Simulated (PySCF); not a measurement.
## Computed properties of C3H3BF2, SMILES C#CB(F)CF

C3H3BF2, SMILES B(F)(CF)C#C. Coordinates come from a B3LYP-D3(BJ)/def2-SVP optimisation. The structure was generated by enumeration, and PubChem lists no compound with its InChIKey, so it may never have been made. The values are those of a single conformer. All values are computed for the isolated molecule unless a solvent is named; none is compared with measurement here.

**Structure.** The optimised structure has Cs symmetry. All 21 harmonic modes at B3LYP-D3(BJ)/def2-SVP (PySCF) are real, so it is a minimum. With heavy atoms numbered as in [CH:1]#[C:2][B:3]([F:4])[CH2:5][F:6], the shortest bond between them is C1–C2 at 1.217 Å and the longest B3–C5 at 1.576 Å.

**Vibrations.** The strongest infrared lines (harmonic, unscaled, degenerate partners summed) lie at 1298 cm⁻¹ (261 km/mol, B 49 %, H 18 %, C 17 %, F 17 %), 1183 cm⁻¹ (143 km/mol, B 52 %, H 31 %, C 10 %), 2181 cm⁻¹ (134 km/mol, C 89 %, H 9 %). The softest mode is at 78 cm⁻¹ and the zero-point energy is 34.9 kcal/mol.

**Electronic structure.** B3LYP/def2-TZVP (PySCF) places the frontier levels at -8.31 and -2.04 eV, a gap of 6.27 eV, and gives a dipole moment of 0.53 D and a mean polarisability of 47.0 bohr³. PBE/def2-TZVP (PySCF) at the same geometry gives -7.26 and -2.76 eV, so its gap is 1.77 eV narrower. An orbital gap is neither the optical nor the fundamental gap.

**Excitations.** TDA-ωB97X/def2-SVPD (PySCF) has S1 at 5.02 eV (247 nm, f = 0.000, dark); the most intense of the 10 singlets computed lies at 9.25 eV (f = 0.68). T1 (TDA) is at 4.49 eV, 0.53 eV under S1. TDA-PBE/def2-SVPD (PySCF) puts S1 at 4.58 eV. No vertical singlet excitation falls in the visible range (under 3.1 eV).

**NMR.** GIAO shifts at PBE0/pcSseg-1 (PySCF) (non-relativistic, atoms alike by connectivity averaged): ¹³C from 82.6 to 112.9 ppm against TMS; ¹H from 3.5 to 4.7 ppm against TMS; ¹⁹F from -299.6 to -35.7 ppm against CFCl3; ¹¹B at 32.9 ppm against BF3.
